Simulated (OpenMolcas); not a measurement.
Au5+ in a point-charge field

Au5+ among 3 point charges of -2 e arranged as a planar triangle (D3h), 1.92 Å from the ion.
```
   1.9200    0.0000    0.0000  -2.00
  -0.9600    1.6628    0.0000  -2.00
  -0.9600   -1.6628    0.0000  -2.00
```

- Program: OpenMolcas 26.06
- Method: CASSCF
- Basis: ANO-RCC-VDZP [7s6p4d2f]
- Scalar Hamiltonian: DKH2, point nucleus
- Active space: 6 electrons in 5 orbitals (5d)
- State averaging: 2S+1 = 5 even, 5 roots; 2S+1 = 3 even, 45 roots; 2S+1 = 1 even, 50 roots
- Spin-orbit coupling: RASSI with atomic mean-field integrals over the reference wave functions

The lowest spin-free states (labels of D3, the rotations of D3h), above the lowest:

```
   State  Degeneracy  E (cm-1)  Free-ion L (%)
     5A1           1       0.0         D (100)
      5E           2      2702         D (100)
      5E           2     15108         D (100)
      3E           2     19743          G (42)
     3A1           1     20124          H (54)
     3A2           1     20133          H (54)
      3E           2     22089          G (38)
      3E           2     22433          H (75)
      3E           2     23102         H (100)
     3A2           1     25408          F (58)
      3E           2     25598          F (49)
      3E           2     25613          H (48)
      3E           2     27792          P (74)
     3A1           1     27899          G (78)
     3A2           1     28079          H (49)
     3A2           1     29242          F (94)
     3A1           1     29289          F (94)
2S+1 = 1           2     31097         I (100)
     1A1           1     31842          G (72)
      1E           2     32986          G (70)
```

The lowest levels with spin-orbit coupling:

```json
{"E (cm-1)": "0.0", "Degeneracy": "1", "Label": "A1", "2S+1": "5 (74 %)", "g": ""}
{"E (cm-1)": "494.7", "Degeneracy": "2", "Label": "E", "2S+1": "5 (75 %)", "g": "0.00 0.00 3.08"}
{"E (cm-1)": "1965", "Degeneracy": "2", "Label": "E", "2S+1": "5 (76 %)", "g": "0.00 0.00 6.17"}
{"E (cm-1)": "4870", "Degeneracy": "1", "Label": "A1", "2S+1": "5 (79 %)", "g": ""}
{"E (cm-1)": "4870", "Degeneracy": "1", "Label": "A2", "2S+1": "5 (79 %)", "g": ""}
{"E (cm-1)": "8654", "Degeneracy": "2", "Label": "E", "2S+1": "5 (64 %)", "g": "0.00 0.00 6.78"}
{"E (cm-1)": "11257", "Degeneracy": "2", "Label": "E", "2S+1": "5 (77 %)", "g": "0.00 0.00 3.97"}
{"E (cm-1)": "11814", "Degeneracy": "1", "Label": "A1", "2S+1": "5 (62 %)", "g": ""}
{"E (cm-1)": "12447", "Degeneracy": "1", "Label": "A2", "2S+1": "5 (88 %)", "g": ""}
{"E (cm-1)": "12974", "Degeneracy": "2", "Label": "E", "2S+1": "5 (70 %)", "g": "0.00 0.00 11.22"}
{"E (cm-1)": "13493", "Degeneracy": "2", "Label": "E", "2S+1": "5 (74 %)", "g": "0.00 0.00 3.71"}
{"E (cm-1)": "19350", "Degeneracy": "1", "Label": "A1", "2S+1": "5 (69 %)", "g": ""}
{"E (cm-1)": "19352", "Degeneracy": "1", "Label": "A2", "2S+1": "5 (69 %)", "g": ""}
{"E (cm-1)": "19706", "Degeneracy": "2", "Label": "E", "2S+1": "5 (64 %)", "g": "0.00 0.00 4.51"}
{"E (cm-1)": "19773", "Degeneracy": "1", "Label": "A1", "2S+1": "3 (57 %)", "g": ""}
{"E (cm-1)": "19857", "Degeneracy": "2", "Label": "E", "2S+1": "3 (61 %)", "g": "0.00 0.00 1.42"}
{"E (cm-1)": "20807", "Degeneracy": "2", "Label": "E", "2S+1": "3 (73 %)", "g": "0.00 0.00 3.37"}
{"E (cm-1)": "22932", "Degeneracy": "2", "Label": "E", "2S+1": "5 (57 %)", "g": "0.00 0.00 1.11"}
{"E (cm-1)": "23906", "Degeneracy": "1", "Label": "A2", "2S+1": "3 (79 %)", "g": ""}
{"E (cm-1)": "23916", "Degeneracy": "1", "Label": "A1", "2S+1": "3 (79 %)", "g": ""}
```

Powder χT (cm3 K/mol): 0.0275 at 2 K, 0.138 at 10 K, 0.688 at 50 K, 1.37 at 100 K, 2.57 at 200 K, 3.3 at 300 K. The effective moment at 300 K is 2.828 √(χT) = 5.14 μB.

Spin-orbit coupling mixes the spin-free states strongly: the lowest level takes only 51 % from its leading state, 5A1. Without dynamic correlation the repulsion within the d shell is too large (B by tens of per cent), so at a given field states of lower spin stand too high. Point charges give a weaker field than real ligands, and real ions of this kind are as a rule low spin; the high spin found here belongs to the model. This is an electrostatic model: the charges have no orbitals. No measured value stands beside these numbers.

With an even number of electrons the g values are those of a degenerate or nearly degenerate non-Kramers pair.
